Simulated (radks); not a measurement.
Valence configurations of neutral terbium (all share [Xe]). Method: scalar-relativistic Kohn-Sham, SCAN, spin-unpolarised, spherical densities, finite nucleus; meta-GGA in the generalised Kohn-Sham scheme; Fermi nuclear charge, rms radius 5.06 fm; computed with a radial shooting solver on a logarithmic mesh with Libxc functionals. Energies are relative to 4f9 6s2; eigenvalues in eV.

valence          E (eV)    e(4f)   e(5d)   e(6p)   e(6s)
4f9 6s2           0.000   -2.930       -       -  -3.847
4f9 5d0.5 6s1.5   1.368   -2.482  -0.953       -  -3.642
4f9 5d1 6s1       2.735   -2.189  -0.831       -  -3.474
4f8.5 5d0.5 6s2   1.488   -5.820  -1.710       -  -4.148
4f9 5d2           5.311   -1.944  -0.825       -       -
4f7 5d2 6s2      13.585  -15.612  -3.432       -  -4.634
4f9 6s1 6p1       2.772   -4.369       -  -1.788  -4.545
4f8.5 5d1.5 6s1   3.968   -4.751  -1.201       -  -3.656
4f7 6s2 6p2      20.693  -22.860       -  -3.118  -7.380

NIST lists [Xe] 4f9 6s2 as the ground configuration; this level of theory agrees among the configurations tried. The energies are those of spherical spin-averaged densities, not of single terms. No valid solution was reached for [Xe] 4f9.5 6s1.5.
